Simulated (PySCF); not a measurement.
Trend along group 7: MCl molecules

PBE with triple-zeta basis sets in PySCF, for the lowest determinant that a PBE0 search found; no spin–orbit coupling. De refers to high-spin ground-configuration atoms. A positive dipole means M(−)Cl(+).

```
 M         basis  state (unpaired electrons)  Re (Å)  ωe (cm⁻¹)  De (eV)  μ (D)
Mn  x2c-TZVPPall   septet (σ ↑↑, π ↑↑, δ ↑↑)   2.218        380     3.92  -2.19
Tc    def2-TZVPP   septet (σ ↑↑, π ↑↑, δ ↑↑)   2.342        335      n/a  -1.67
Re    def2-TZVPP   septet (σ ↑↑, π ↑↑, δ ↑↑)   2.364        316     3.41  -1.84
```

The shortest bond is that of MnCl (2.218 Å), the longest that of ReCl (2.364 Å).

The rows differ in basis set, which adds steps of its own.

Down a group the atoms grow and get heavier, so bonds lengthen and wavenumbers fall; this series shows no clear exception.

De is left out where the level can put another filling of the metal’s s and d shells below the measured ground configuration, by anything from nothing to about 1 eV. The metal atom is held in its measured ground configuration; semilocal functionals can put another filling of s and d lower by some tenths of an eV, and De to that atom would be smaller. These are scalar-relativistic numbers at best; spin–orbit coupling would shift them, the dissociation energy most. With d or f electrons several states lie close, and the lowest PBE0 determinant need not be the measured ground state.
